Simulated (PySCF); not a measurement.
Species: C4H11Al.
Geometry (PBE0-D3(BJ)/def2-SVP, Å), atoms numbered from 1 in this order:
```
atom  x, y, z in Å
C1    -0.3602    1.1723   -0.8759
C2    -0.0162   -0.0251    0.0217
C3    -0.0807   -1.3096   -0.8097
C4    -1.0112   -0.1003    1.1806
Al5    1.8390    0.2809    0.6628
H6    -1.3772    1.0591   -1.3000
H7    -0.3539    2.1293   -0.3253
H8     0.3316    1.2700   -1.7302
H9     0.1442   -2.2086   -0.2109
H10   -1.0950   -1.4509   -1.2310
H11    0.6236   -1.2918   -1.6580
H12   -0.8036   -0.9498    1.8523
H13   -1.0007    0.8132    1.7977
H14   -2.0442   -0.2293    0.8036
H15    2.1377    0.7403    2.1622
H16    3.0517    0.1183   -0.3628
```

The closed-shell ground state was solved at several levels (PySCF, density fitting, gas phase, non-relativistic).

```csv
level,basis functions,HOMO (eV),LUMO (eV),gap (eV),dipole (D)
PBE0/def2-SVPD,192,-6.95,-1.35,5.60,0.64
PBE0/pcSseg-1,147,-6.99,-1.40,5.59,0.60
```

What might wB97X-D/pcSseg-2 (341 basis functions) give for the same quantities?

HOMO -8.77 eV, LUMO 0.24 eV, gap 9.01 eV, dipole 0.63 D.

How far do the dipole and the HOMO energy spread over the levels?

The dipole runs from 0.60 to 0.64 D (mean 0.62 D) and the HOMO from -8.77 to -6.95 eV.
